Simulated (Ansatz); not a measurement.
I2Zn, singlet, at a GFN2-xTB geometry (such geometries of metal compounds can be far from the true shape) (core potentials on I).

Input for Ansatz (a quantum-chemistry and plane-wave program):
Ansatz 0.2 input:
```yaml
crystal:
  periodic: [false, false, false]
  atoms:
    - {symbol: Zn, position_ang: [0.00000000, 0.00000000, 0.00000000]}
    - {symbol: I, position_ang: [-0.00000000, -0.00000000, -2.44623139]}
    - {symbol: I, position_ang: [0.00000000, 0.00000000, 2.44623139]}
basis:
  gaussian:
    orbitals: def2-SVP
hamiltonian:
  xc: blyp
```

Task: Give the total energy at the level BLYP/def2-SVP run with Ansatz.

Result: -2374.6127 Eh

Task: Estimate the number of basis functions that BLYP/def2-SVP returns for this input.

Result: 83
